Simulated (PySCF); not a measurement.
C3H11NOSi, SMILES CC(O[SiH2]N)C. Geometry optimised at TPSSh-D3(BJ)/def2-SVP. This is a generated structure with no PubChem entry under its InChIKey; it may be hypothetical. Other conformers were not sampled.

Computed equilibrium geometry at TPSSh-D3(BJ)/def2-SVP (PySCF confirms it by a frequency run) as Cartesian coordinates in Å (one conformer of several):
```xyz
17

C     -2.3685     1.0302     0.1472
C     -1.1965     0.0668     0.2850
C     -1.5006    -1.3237    -0.2698
O     -0.0853     0.6298    -0.4158
Si     1.5074     0.4667     0.0735
N      2.1925    -1.1200     0.0393
H     -3.2557     0.6507     0.6784
H     -2.6222     1.1608    -0.9165
H     -2.1027     2.0144     0.5607
H     -0.9422    -0.0282     1.3613
H     -2.3515    -1.7838     0.2573
H     -1.7449    -1.2548    -1.3416
H     -0.6217    -1.9767    -0.1591
H      2.2439     1.3282    -0.8777
H      1.6264     0.9046     1.4925
H      2.0789    -1.7577     0.8226
H      2.3172    -1.6299    -0.8316
```
